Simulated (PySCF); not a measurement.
CH5F3Si2, SMILES F[SiH2]C(F)(F)[SiH3]. Atoms are numbered in the order given.

```xyz
11

F     -2.4705    -0.4196     0.5775
Si    -1.3419    -0.2170    -0.5742
C      0.3638     0.0609     0.2551
F      0.2626     1.1753     1.0847
F      0.6256    -1.0331     1.0768
Si     1.9220     0.3202    -0.8565
H     -1.6821     0.9812    -1.3755
H     -1.2740    -1.4439    -1.4011
H      2.1026    -0.8815    -1.7113
H      3.0833     0.5108     0.0450
H      1.7063     1.5186    -1.7080
```

Coordinates come from a TPSSh-D3(BJ)/def2-SVP optimisation. The structure was generated by enumeration, and PubChem lists no compound with its InChIKey, so it may never have been made. The values are those of a single conformer.

Level of theory: ωB97X/def2-TZVP (PySCF).

Atomic charges (e):

```
atom    IAO  Mulliken
----  -----  --------
F1    -0.53     -0.32
Si2    1.13      0.51
C3     0.03      0.13
F4    -0.31     -0.20
F5    -0.31     -0.20
Si6    0.65      0.19
H7    -0.15     -0.03
H8    -0.15     -0.03
H9    -0.12     -0.02
H10   -0.10      0.00
H11   -0.12     -0.02
```

Computed Mayer and Wiberg (Löwdin basis) orders of the bonds:
```json
[
 {"bond": "F1–Si2", "Mayer": "1.09", "Wiberg": "1.70"},
 {"bond": "Si2–C3", "Mayer": "0.93", "Wiberg": "1.04"},
 {"bond": "C3–F4", "Mayer": "1.00", "Wiberg": "1.63"},
 {"bond": "C3–F5", "Mayer": "1.00", "Wiberg": "1.63"},
 {"bond": "C3–Si6", "Mayer": "0.91", "Wiberg": "1.06"},
 {"bond": "Si2–H7", "Mayer": "0.94", "Wiberg": "0.93"},
 {"bond": "Si2–H8", "Mayer": "0.94", "Wiberg": "0.93"},
 {"bond": "Si6–H9", "Mayer": "0.95", "Wiberg": "0.95"},
 {"bond": "Si6–H10", "Mayer": "0.97", "Wiberg": "0.95"},
 {"bond": "Si6–H11", "Mayer": "0.95", "Wiberg": "0.95"}
]
```
